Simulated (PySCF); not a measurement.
## Two-component Hartree-Fock for Sb (antimony, neutral)

Start: [Kr] 4d10 5s2 5p3; 5p1/2 filled at m_j = -1/2, +1/2; 5p3/2 filled at m_j = +3/2. Calculated with PySCF 2.14 in x2c-TZVPPall-2c: generalised Hartree-Fock with the X2C-1e Hamiltonian and a Gaussian nucleus; one run each with spin-orbit coupling (SO) switched off, then screened by Boettger's factors.

```tsv
spinor shell	electrons	ε, spin-free (eV)	ε, screened SO (eV)	weight of nominal j (screened SO)	rms radius, screened SO (bohr)
1s1/2	2	-30643.9	-30640.8	1.000	0.0325
2s1/2	2	-4758.1	-4757.2	1.000	0.133
2p1/2	2	-4264.5	-4439.2	1.000	0.115
2p3/2	4	-4264.5	-4185.0	1.000	0.120
3s1/2	2	-973.38	-973.12	1.000	0.352
3p1/2	2	-808.56	-841.78	1.000	0.345
3p3/2	4	-808.56	-793.31	1.000	0.356
3d3/2	4	-557.63	-563.37	1.000	0.329
4s1/2	2	-176.06	-175.97	1.000	0.843
4p1/2	2	-123.16	-129.34	1.000	0.893
4p3/2	4	-123.16	-120.26	1.000	0.922
4d3/2	4	-43.819	-44.590	0.990	1.11
4d5/2	6	-43.819	-43.201	0.993	1.12
5s1/2	2	-16.790	-16.766	1.000	2.45
5p1/2	2	-9.029	-9.165	0.595	3.02
5p3/2	1	-9.029	-8.759	1.000	3.08
```

**Question.** Where does 3d5/2 lie, and what is the 3d spin-orbit splitting (screened SO)?

**Answer.** At -553.52 eV, 9.853 eV above 3d3/2.

```csv
quantity,spin-free,screened SO
E (hartree),-6477.16058,-6478.82473
M_J,3/2,3/2
⟨J²⟩,3.753,3.754
⟨L²⟩,0.000,0.065
⟨S²⟩,3.753,3.707
```

Each row is a mean over spinors that exchange with the open shell spreads, by up to 6.012 eV (5s1/2).

Rows whose weight is well below 1 are mixtures of j = l ± 1/2: exchange outweighs spin-orbit coupling there, and the label is only the starting occupation.

Breit and QED terms are absent; they matter most for the inner s and p1/2 levels.

Densities and radii are taken from the X2C orbitals without a picture-change correction, which distorts them close to the nucleus.

Without spin-orbit coupling the j labels of p, d and f shells carry no meaning; the spin-free column gives the mean over the occupied spinors of each nl shell.
